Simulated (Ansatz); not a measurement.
input.yaml

```yaml
crystal:
  periodic: [false, false, false]
  atoms:
    - { symbol: Li, position_ang: [-1.780314, -0.977384, -1.194939] }
    - { symbol: "N", position_ang: [-0.469303, -0.263856, -0.318803] }
    - { symbol: C, position_ang: [0.115689, 1.006911, -0.607328] }
    - { symbol: C, position_ang: [0.188277, -0.860795, 0.799933] }
    - { symbol: H, position_ang: [-0.370214, 1.491298, -1.466405] }
    - { symbol: H, position_ang: [0.046958, 1.726578, 0.234012] }
    - { symbol: H, position_ang: [1.195922, 0.950739, -0.853162] }
    - { symbol: H, position_ang: [-0.240839, -1.842701, 1.045992] }
    - { symbol: H, position_ang: [0.124162, -0.253635, 1.726052] }
    - { symbol: H, position_ang: [1.272763, -1.028254, 0.637648] }
basis:
  gaussian: { orbitals: def2-SVP }
hamiltonian:
  xc: { name: BHLYP }
  dispersion: d4
neb:
  order_check: false
  images: 5
  f_tol: 0.05
  max_iterations: 60
  final_atoms:
    - { symbol: Li, position_ang: [-1.31068932, -1.23926213, -1.5196495] }
    - { symbol: "N", position_ang: [-0.34213334, -0.33565461, -0.40528921] }
    - { symbol: C, position_ang: [0.16495423, 0.97902338, -0.64208181] }
    - { symbol: C, position_ang: [0.06337668, -0.79126481, 0.88679097] }
    - { symbol: H, position_ang: [-0.19234727, 1.72993282, 0.09191982] }
    - { symbol: H, position_ang: [1.27174173, 1.03918467, -0.60187458] }
    - { symbol: H, position_ang: [-0.12735788, 1.35508031, -1.63335654] }
    - { symbol: H, position_ang: [-0.30692516, -1.80563868, 1.09490691] }
    - { symbol: H, position_ang: [-0.30183376, -0.15167983, 1.71617572] }
    - { symbol: H, position_ang: [1.16431509, -0.83082012, 1.01545821] }
  initial_path:
    images:
      - { positions_ang: [[-1.780314, -0.977384, -1.194939], [-0.469303, -0.263856, -0.318803], [0.115689, 1.006911, -0.607328], [0.188277, -0.860795, 0.799933], [-0.370214, 1.491298, -1.466405], [0.046958, 1.726578, 0.234012], [1.195922, 0.950739, -0.853162], [-0.240839, -1.842701, 1.045992], [0.124162, -0.253635, 1.726052], [1.272763, -1.028254, 0.637648]] }
      - { positions_ang: [[-1.7631248, -0.92766196, -1.17010206], [-0.29779075, -0.33081938, -0.39321207], [0.16119585, 0.99576967, -0.63108433], [0.18416846, -0.85818574, 0.82628915], [-0.48458405, 1.49363493, -1.19373173], [0.34388332, 1.60824067, 0.19112377], [1.04342751, 1.03090257, -1.14277188], [-0.17602119, -1.87609383, 1.00630112], [-0.14555711, -0.27949488, 1.64894763], [1.21750374, -0.90739104, 0.86124041]] }
      - { positions_ang: [[-1.74593559, -0.87793992, -1.14526512], [-0.1262785, -0.39778276, -0.46762115], [0.2067027, 0.98462833, -0.65484065], [0.18005992, -0.85557649, 0.85264529], [-0.59895411, 1.49597186, -0.92105846], [0.64080865, 1.48990334, 0.14823553], [0.89093303, 1.11106615, -1.43238175], [-0.11120337, -1.90948666, 0.96661024], [-0.41527621, -0.30535476, 1.57184326], [1.16224449, -0.78652809, 1.08483282]] }
      - { positions_ang: [[-1.72874639, -0.82821788, -1.12042818], [0.04523376, -0.46474614, -0.54203022], [0.25220955, 0.973487, -0.67859698], [0.17595138, -0.85296723, 0.87900144], [-0.71332416, 1.49830879, -0.64838519], [0.93773397, 1.37156601, 0.1053473], [0.73843854, 1.19122972, -1.72199163], [-0.04638556, -1.9428795, 0.92691936], [-0.68499532, -0.33121464, 1.49473889], [1.10698523, -0.66566513, 1.30842523]] }
      - { positions_ang: [[-1.58939403, -0.96523263, -1.25350195], [-0.08388861, -0.42171563, -0.49644988], [0.22312444, 0.97533246, -0.66642525], [0.13842648, -0.83239976, 0.88159795], [-0.5396652, 1.5755168, -0.40161686], [1.04906989, 1.26077223, -0.13039333], [0.44983973, 1.24584659, -1.6924466], [-0.13323209, -1.89713256, 0.98291521], [-0.5572748, -0.2713697, 1.56855116], [1.12609519, -0.7207168, 1.21076956]] }
      - { positions_ang: [[-1.45004168, -1.10224738, -1.38657572], [-0.21301097, -0.37868512, -0.45086955], [0.19403934, 0.97717792, -0.65425353], [0.10090158, -0.81183228, 0.88419446], [-0.36600623, 1.65272481, -0.15484852], [1.16040581, 1.14997845, -0.36613396], [0.16124093, 1.30046345, -1.66290157], [-0.22007863, -1.85138562, 1.03891106], [-0.42955428, -0.21152477, 1.64236344], [1.14520514, -0.77576846, 1.11311388]] }
      - { positions_ang: [[-1.31068932, -1.23926213, -1.5196495], [-0.34213334, -0.33565461, -0.40528921], [0.16495423, 0.97902338, -0.64208181], [0.06337668, -0.79126481, 0.88679097], [-0.19234727, 1.72993282, 0.09191982], [1.27174173, 1.03918467, -0.60187458], [-0.12735788, 1.35508031, -1.63335654], [-0.30692516, -1.80563868, 1.09490691], [-0.30183376, -0.15167983, 1.71617572], [1.16431509, -0.83082012, 1.01545821]] }
```

Launched with:

```bash
$ ansatz run input.yaml --threads 1 --pin off --max-ram 2048MiB --backend cpu --events-out ev --progress --plain --runs-dir out
```

Hardware: 1 thread of Arm Neoverse V2, on a shared host.

Roughly how long does this run take, and how much memory?

2.1 min, with a peak of 0.16 GiB, for 8 band iterations.
